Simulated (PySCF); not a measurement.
## Steps of a relaxation of Pb(CH3)2Cl2

Pb(CH3)2Cl2 (singlet). PySCF 2.14.0, RKS B3LYP, Pb def2-SVP with ECP60, C def2-SVP, H def2-SVP, Cl def2-SVP; non-relativistic Hamiltonian with scalar-relativistic core potentials where named; density fitting; no spin-orbit coupling. Origin of the start: displaced along the imaginary mode. Columns: position (Å) and force (eV/Å). Energies are counted from the last step; some of the 30 steps are shown. Forces carry noise of the integration grid, about 0.01 to 0.03 eV/Å.

Run from Python with OMP_NUM_THREADS=2. Where DIIS fails, smearing, a level shift and second-order steps follow.
It took 2.7 min on 2 threads of AMD EPYC 7B13 (Zen 3) (shared host), from the converged density of the start.

```xyz
11
step 0  E = 0.095 eV
Pb    0.0000    0.0000    0.2538     0.00    0.00    0.00
C     1.4828    1.4814    1.0548     0.41    0.42    0.17
H     1.7509    2.1045    0.1569    -0.18   -0.47    0.75
H     0.9816    2.0949    1.8526     0.45   -0.45   -0.62
H     2.3642    0.9007    1.4418    -0.67    0.51   -0.30
C    -1.4828   -1.4814    1.0548    -0.41   -0.42    0.17
H    -1.7509   -2.1045    0.1569     0.18    0.47    0.75
H    -0.9816   -2.0949    1.8526    -0.45    0.45   -0.62
H    -2.3642   -0.9007    1.4418     0.67   -0.51   -0.30
Cl    1.4111   -1.4156   -1.2163     0.01    0.00   -0.01
Cl   -1.4111    1.4156   -1.2163    -0.01    0.00   -0.01
```

```xyz
11
step 10  E = 0.011 eV
Pb    0.0000    0.0000    0.2652     0.00    0.00    0.02
C     1.5029    1.4716    1.0535     0.05    0.05    0.02
H     1.5736    2.2310    0.2604    -0.01   -0.07    0.09
H     1.1399    1.9050    1.9970     0.04   -0.05   -0.10
H     2.4492    0.9253    1.1791    -0.10    0.06   -0.02
C    -1.5029   -1.4716    1.0535    -0.05   -0.05    0.02
H    -1.5736   -2.2310    0.2604     0.01    0.07    0.09
H    -1.1399   -1.9050    1.9970    -0.04    0.05   -0.10
H    -2.4492   -0.9253    1.1791     0.10   -0.06   -0.02
Cl    1.4079   -1.4197   -1.2058     0.00    0.00    0.00
Cl   -1.4079    1.4197   -1.2058     0.00    0.00    0.00
```

```xyz
11
step 19  E = 0.002 eV
Pb    0.0000    0.0000    0.2584     0.00    0.00    0.00
C     1.5140    1.4533    1.0553     0.05    0.02    0.08
H     1.4009    2.3424    0.4196     0.01   -0.05    0.06
H     1.3034    1.6715    2.1136     0.04   -0.01   -0.15
H     2.4923    0.9713    0.9140    -0.09    0.06    0.01
C    -1.5140   -1.4533    1.0553    -0.05   -0.02    0.08
H    -1.4009   -2.3424    0.4196    -0.01    0.05    0.06
H    -1.3034   -1.6715    2.1136    -0.04    0.01   -0.15
H    -2.4923   -0.9713    0.9140     0.09   -0.06    0.01
Cl    1.4022   -1.4240   -1.2149     0.00    0.00    0.00
Cl   -1.4022    1.4240   -1.2149     0.00    0.00    0.00
```

Task: Where does the relaxation end?

Result: It converges at step 29 in C2:
```xyz
11
step 29  E = 0
Pb    0.0000    0.0000    0.2663
C     1.5254    1.4472    1.0541
H     1.3171    2.3872    0.5279
H     1.4220    1.5525    2.1412
H     2.4965    1.0249    0.7672
C    -1.5254   -1.4472    1.0541
H    -1.3171   -2.3872    0.5279
H    -1.4220   -1.5525    2.1412
H    -2.4965   -1.0249    0.7672
Cl    1.3994   -1.4282   -1.2067
Cl   -1.3994    1.4282   -1.2067
```

Task: How did the contacts change?

Result: 
```tsv
contact	start (Å)	end (Å)
Pb1–C2 (CH3)	2.244	2.245
Pb1–C6 (CH3)	2.244	2.245
Pb1–Cl10 (Cl)	2.481	2.484
Pb1–Cl11 (Cl)	2.481	2.484
```
